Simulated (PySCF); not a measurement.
**Electron correlation in Pt⁺ (platinum, charge +1)**

[Xe] 4f14 5d8 6p1, one real determinant (an excited configuration). All numbers are calculated (PySCF 2.14, scalar relativity by spin-free X2C-1e, in x2c-TZVPPall with one added diffuse shell each of s, p, d, f type (12s8p8d4f1g, 113 functions)). Frozen: [Xe] 4f14; 9 electrons correlated.

```
  level  correlation energy (mhartree)
   CCSD                        -213.74
    (T)                          -8.81
CCSD(T)                        -222.55
```

Diagnostics: T1 = 0.015, D1 = 0.0518, largest double amplitude 0.055.

Q: Is a single reference adequate?

A: Yes, within this model without spin-orbit coupling: T1 lies below 0.03 and no double amplitude reaches 0.07.

The reference is one real determinant that mixes LS terms of this configuration.
